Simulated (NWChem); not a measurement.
System: GeNH4Br; SMILES [NH2][GeH2][Br]

The following NWChem deck was run.

```
start job
memory heap 200 mb stack 900 mb global 1100 mb
geometry units angstroms noautoz
  Ge     0.383702     0.916907     0.052400
  N     -1.104296     1.989928     0.165969
  Br    -0.089431    -1.373779    -0.338768
  H      1.220439     1.382812    -1.152812
  H      1.116068     0.967649     1.405482
  H     -1.719571     1.751579     0.939910
  H     -1.653586     2.015883    -0.689581
end
basis spherical
  * library def2-svp
end
dft
  xc xpbe96 cpbe96
  iterations 150
  vectors input atomic output neutral.movecs
end
task dft energy
charge 1
dft
  odft
  mult 2
  vectors input atomic output cation.movecs
end
task dft energy
```

Output (shortened):

```
             Northwest Computational Chemistry Package (NWChem) 7.3.0
             --------------------------------------------------------

 CS  symmetry detected

                             Geometry "geometry" -> ""
                             -------------------------

 Output coordinates in angstroms (scale by  1.889725989 to convert to a.u.)

  No.       Tag          Charge          X              Y              Z
 ---- ---------------- ---------- -------------- -------------- --------------
    1 Ge                  32.0000     0.37210595     0.91729410     0.00000000
    2 N                    7.0000    -1.12529653     1.98321897     0.00000000
    3 Br                  35.0000    -0.08361207    -1.41002854     0.00000000
    4 H                    1.0000     1.15522785     1.19012841    -1.29693116
    5 H                    1.0000     1.15522785     1.19012841     1.29693116
    6 H                    1.0000    -1.70717404     1.86739902     0.82605256
    7 H                    1.0000    -1.70717404     1.86739902    -0.82605256

 Effective nuclear repulsion energy (a.u.)     419.6285579238

      Symmetry information
      --------------------

 Group name             Cs
 Group number              2
 Group order               2
 No. of unique centers     5

  pbe96 is a nonlocal functional; adding pw91lda local functional.

                                 NWChem DFT Module
                                 -----------------

 Summary of "ao basis" -> "ao basis" (spherical)
 ------------------------------------------------------------------------------
       Tag                 Description            Shells   Functions and Types
 ---------------- ------------------------------  ------  ---------------------
 Ge                         def2-svp                12       32   5s4p3d
 N                          def2-svp                 6       14   3s2p1d
 Br                         def2-svp                12       32   5s4p3d
 H                          def2-svp                 3        5   2s1p

      Symmetry analysis of basis
      --------------------------

        a'         64
        a"         34

            General Information
            -------------------
          SCF calculation type: DFT
          Wavefunction type:  closed shell.
          No. of atoms     :     7
          No. of electrons :    78
           Alpha electrons :    39
            Beta electrons :    39
          Charge           :     0
          Spin multiplicity:     1
          Use of symmetry is: on ; symmetry adaption is: on
          Maximum number of iterations: 150
          AO basis - number of functions:    98
                     number of shells:    42
          Convergence on energy requested:  1.00D-06
          Convergence on density requested:  1.00D-05
          Convergence on gradient requested:  5.00D-04

              XC Information
              --------------
          PerdewBurkeErnzerhof Exchange Functional  1.000
            Perdew 1991 LDA Correlation Functional  1.000 local
           PerdewBurkeErnz. Correlation Functional  1.000 non-local

             Grid Information
             ----------------
          Grid used for XC integration:  medium
          Radial quadrature: Mura-Knowles
          Angular quadrature: Lebedev.
          Tag              B.-S. Rad. Rad. Pts. Rad. Cut. Ang. Pts.
          ---              ---------- --------- --------- ---------
          Ge                  1.25      112           8.0       590
          N                   0.65       49          10.0       434
          Br                  1.15      112          10.0       590
          H                   0.35       45          10.0       434
          Grid pruning is: on
          Number of quadrature shells:   363
          Spatial weights used:  Erf1

      Superposition of Atomic Density Guess
      -------------------------------------

 Sum of atomic energies:       -4703.37059651

      Non-variational initial energy
      ------------------------------

 Total energy =   -4704.263453
 1-e energy   =   -7389.648662
 2-e energy   =    2265.756652
 HOMO         =      -0.355405
 LUMO         =       0.040065

      Symmetry analysis of molecular orbitals - initial
      -------------------------------------------------

  Numbering of irreducible representations:

     1 a'          2 a"

  Orbital symmetries:

     1 a'          2 a'          3 a'          4 a'          5 a"
     6 a'          7 a'          8 a"          9 a'         10 a'
    11 a'         12 a'         13 a'         14 a"         15 a'
    16 a'         17 a"         18 a'         19 a'         20 a'
    21 a"         22 a'         23 a"         24 a'         25 a'
    26 a"         27 a'         28 a"         29 a'         30 a'
    31 a'         32 a'         33 a"         34 a'         35 a'
    36 a"         37 a'         38 a"         39 a'         40 a'
    41 a'         42 a'         43 a"         44 a'         45 a"
    46 a'         47 a'         48 a"         49 a"

   convergence    iter        energy       DeltaE   RMS-Dens  Diis-err
 ---------------- ----- ----------------- --------- --------- ---------
 d= 0,ls=0.0,diis     1  -4706.9071712608 -5.13D+03  1.50D-02  6.19D-01
 d= 0,ls=0.0,diis     2  -4706.8324670323  7.47D-02  1.05D-02  1.09D+00
 d= 0,ls=0.0,diis     3  -4706.9600254833 -1.28D-01  2.91D-03  1.43D-01
 d= 0,ls=0.0,diis     4  -4706.9732087492 -1.32D-02  1.64D-03  1.72D-02
 d= 0,ls=0.0,diis     5  -4706.9749932943 -1.78D-03  5.22D-04  3.05D-03
  Resetting Diis
 d= 0,ls=0.0,diis     6  -4706.9753795135 -3.86D-04  5.43D-05  6.99D-05
 d= 0,ls=0.0,diis     7  -4706.9753840925 -4.58D-06  3.88D-05  1.80D-06
 d= 0,ls=0.0,diis     8  -4706.9753837484  3.44D-07  2.31D-05  4.68D-06
 d= 0,ls=0.0,diis     9  -4706.9753843559 -6.07D-07  4.40D-06  3.08D-07

[...]
```

Level: PBE/def2-SVP, vertical spin-unrestricted ions. Structure relaxed at the B3LYP/6-31G* (spherical d) level.
